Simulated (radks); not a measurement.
Values are calculated unless marked as measured or tabulated.
Spherical quantum dot in the effective-mass picture: electrons in a well V = -V0 / (1 + exp((r - R)/a)) with V0 = 6.56, R = 5.22, a = 0.58, with a point charge +2 (a donor) at the centre, all in effective atomic units (hartree* = m*/eps^2 hartree, bohr* = eps/m* bohr), one dielectric constant everywhere. Level of theory: non-relativistic Kohn-Sham, r2SCAN, spin-polarised, spherical densities, generalised Kohn-Sham scheme (a radial shooting solver with Libxc functionals). Levels are named by radial order and angular momentum (1s, 1p, 1d, 2s, ...), and open shells are averaged over m. Results are scaled to m* = 0.087 and eps = 17.8, for which hartree* = 7.472 meV and bohr* = 10.83 nm.

N = 3, configuration 1s2 1p(up 1, down 0). This is the lowest configuration that the search found. Occupied and some empty levels:

level,occupation,eigenvalue (meV),<r> (nm)
1s up,1,-50.522,10.65
1s down,1,-50.400,10.12
1p up,1,-44.070,27.03
2s up,0,-43.902,27.46
1p down,0,-42.974,25.22
2s down,0,-42.695,26.26
1d up,0,-41.095,31.42
1d down,0,-39.472,30.03
1f up,0,-37.891,34.40
1f down,0,-35.782,33.32

Energy (meV): total -164.588, kinetic 24.282, external -202.29, Hartree 22.839, exchange-correlation -9.4170.
